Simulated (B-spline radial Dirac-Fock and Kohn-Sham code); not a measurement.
# X-ray form factors of iodine in several charge states

Calculated with an atomic code on a B-spline grid, using Dirac-Fock densities.

Configurations: I³²⁺ [Ar] 3d3; I³³⁺ [Ar] 3d2; I³⁴⁺ [Ar] 3d1. The first column is f₀ of I³²⁺, the others are differences from it.

```
s (Å⁻¹)    I³²⁺  Δ I³³⁺  Δ I³⁴⁺
      0  21.000  -1.000  -2.000
   0.05  20.980  -0.998  -1.997
    0.1  20.919  -0.993  -1.987
   0.15  20.818  -0.985  -1.970
    0.2  20.678  -0.973  -1.947
   0.25  20.501  -0.958  -1.918
    0.3  20.287  -0.940  -1.883
   0.35  20.038  -0.920  -1.843
    0.4  19.757  -0.897  -1.797
   0.45  19.445  -0.871  -1.747
    0.5  19.105  -0.843  -1.693
    0.6  18.354  -0.783  -1.573
    0.7  17.523  -0.716  -1.443
    0.8  16.638  -0.647  -1.307
    0.9  15.719  -0.577  -1.167
      1  14.791  -0.507  -1.029
    1.1  13.870  -0.440  -0.896
    1.2  12.976  -0.376  -0.769
    1.4  11.317  -0.263  -0.542
    1.6   9.885  -0.172  -0.359
```
